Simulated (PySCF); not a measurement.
C3H3Cl2F, SMILES F[C@@H]1CC1(Cl)Cl.

The structure is a stationary point at B3LYP-D3(BJ)/def2-SVP. The structure was generated by enumeration; whether it is a known compound was not checked.

Computed with PySCF with ωB97X/def2-TZVP.

Computed frontier levels, gap, dipole moment and polarisability:
- highest occupied level = -10.48 eV
- lowest empty level = 2.18 eV
- orbital gap = 12.66 eV
- dipole moment = 2.10 D
- quadrupole, principal values (traceless, Buckingham form, about the centre of nuclear charge) = -6.57, 2.69, 3.88 D·Å
- mean static polarisability = 57.1 bohr³ (8.46 Å³)
- polarisability, principal values = 47.8, 59.3, 64.2 bohr³
